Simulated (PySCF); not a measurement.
# Correlation energy of S (sulfur, neutral)

[Ne] 3s2 3p4, high-spin 3P determinant. Computed with PySCF 2.14 in x2c-TZVPPall (5s5p3d1f, 42 functions), with the spin-free X2C one-electron Hamiltonian (Gaussian nucleus). Frozen: [Ne]; 6 electrons correlated.

| level | correlation energy (mhartree) |
| --- | --- |
| CCSD | -139.79 |
| (T) | -4.70 |
| CCSD(T) | -144.49 |
| CCSDT | -145.27 |

Diagnostics: T1 = 0.0099, D1 = 0.0307, largest double amplitude 0.060.

Cost of the coupled-cluster step: of the order of 1.2 core-seconds, for 6 correlated electrons.
